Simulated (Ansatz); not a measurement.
Species: sum formula YOH (charge 0, singlet). 
Structure (B3LYP-D3(BJ)/def2-TZVP (Ansatz, a quantum-chemistry and plane-wave program) minimum search):
SMILES: [OH][Y]
```xyz
3

Y      0.0000     0.0000    -0.3861
O      0.0000     0.0000     1.5670
H      0.0000     0.0000     2.5235
```

Give the harmonic wavenumbers at B3LYP-D3(BJ)/def2-TZVP (Ansatz, finite differences of forces, unscaled).

300, 300, 675, 3925 cm⁻¹. Zero-point energy 7.4 kcal/mol.

From these and the geometry, give the ideal-gas thermochemistry at 298.15 K and 1 atm (rigid rotor, harmonic oscillator).

Point group C∞v, rotational symmetry number 1. Rotational constants 8.634, 8.634 GHz. S(trans) 39.89, S(rot) 15.06, S(vib) 3.17, S(elec, spin only) 0.00, S 58.1 cal/(mol K). H(298) - H(0) 2.68 kcal/mol; G - E(el) -7.2 kcal/mol.
